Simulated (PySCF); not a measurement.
**[La(OH)4]− relaxed at several levels**

Computed with PySCF 2.14.0, PBE0, def2-SVP on the ligands, density fitting, scalar-relativistic core potentials, no spin-orbit coupling, vacuum. Each row is relaxed at its own level from the same template. Distances are means of the shortest metal–ligand contacts, charges and spins Mulliken's; removal energies are rigid, with the ligand's formal charge and no counterpoise, so too large; for an anion taken off a cation in vacuum most of it is the attraction of opposite charges, and multiply charged cations can part far more cheaply with an electron moved from ligand to metal. lcecp potentials hold a fixed number of 4f electrons in the core, out of states, spins and gaps.

```json
{"level": "PBE0", "basis on the metal": "def2-SVP with ECP46", "point group": "S4, nearly Td", "M–OH (Å)": "2.256", "charge on M (e)": "0.84", "HOMO–LUMO gap (eV)": "5.96", "removal of one OH (eV)": "5.36", "strongest infrared band, degenerate modes summed (cm⁻¹)": "218", "unstable modes (below −25 cm⁻¹)": "0"}
```

What does the calculation give for PBE0, lcecp-1-SVP with ECP46?

point group: S4, nearly Td, M–OH (Å): 2.241, charge on M (e): 0.93, removal of one OH (eV): 5.36, strongest infrared band, degenerate modes summed (cm⁻¹): 237, unstable modes (below −25 cm⁻¹): 0.
```xyz
9

La    0.0000    0.0000    0.0000
O     1.4227    1.1516    1.2926
H     1.9950    1.6849    1.8411
O    -1.4227   -1.1516    1.2926
H    -1.9950   -1.6849    1.8411
O     1.1516   -1.4227   -1.2926
H     1.6849   -1.9950   -1.8411
O    -1.1516    1.4227   -1.2926
H    -1.6849    1.9950   -1.8411
```

One start shape was tried for each, so a minimum needn't be the lowest isomer.
